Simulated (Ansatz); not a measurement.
Consider the redistribution: `CC(C)[O][Zn][F]` + `CSBS` → `C[S][Zn][F]` + `CC(C)OBS`.

Program: Ansatz. Geometries: PBE0-D4/def2-TZVP. ΔE: electronic, gas phase. CBS: MP2 limit from def2 TZ/QZ plus the TZ coupled-cluster correction, frozen cores. Functionals use def2-TZVPP. For Zn outer-core shells are correlated without core-valence functions, which leaves a few kJ/mol of doubt a bond. Scalar relativity is left out up to krypton. Each species was taken in one conformer, which may not be the lowest.

```tsv
level	ΔE (kJ/mol)	difference from CCSD(T)/CBS
PBE-D4	-92.4	7.5
ωB97M-V	-105.5	-5.6
B2PLYP	-101.5	-1.6
PBE0	-102.3	-2.4
HF/def2-TZVPP	-124.5	-24.6
CCSD/def2-TZVPP	-100.4	-0.5
CCSD(T)/def2-TZVPP	-95.8	4.1
MP2/def2-QZVPP	-95.6	4.3
MP2/CBS(def2)	-97.4	2.5
CCSD/CBS(def2)	-104.4	-4.5
CCSD(T)/CBS	-99.9	0
```

Largest T1 diagnostic among the species: 0.016.

The D4 term adds +4.4 kJ/mol with B3LYP and +1.9 kJ/mol with PBE0; it sums over pairs of atoms, weighted by their polarisabilities, and B3LYP, whose exchange is more repulsive, gets the larger term. In def2-TZVPP, CCSD(T) changes the Hartree–Fock value by +28.7 kJ/mol (the triples alone add +4.5 kJ/mol) and MP2 by +31.2 kJ/mol. From PBE to PBE0 (25 % exact exchange), in def2-TZVPP and without D4, ΔE moves by −7.5 kJ/mol.

B3LYP here is the variant with VWN-RPA as its local correlation; programs differ in this.
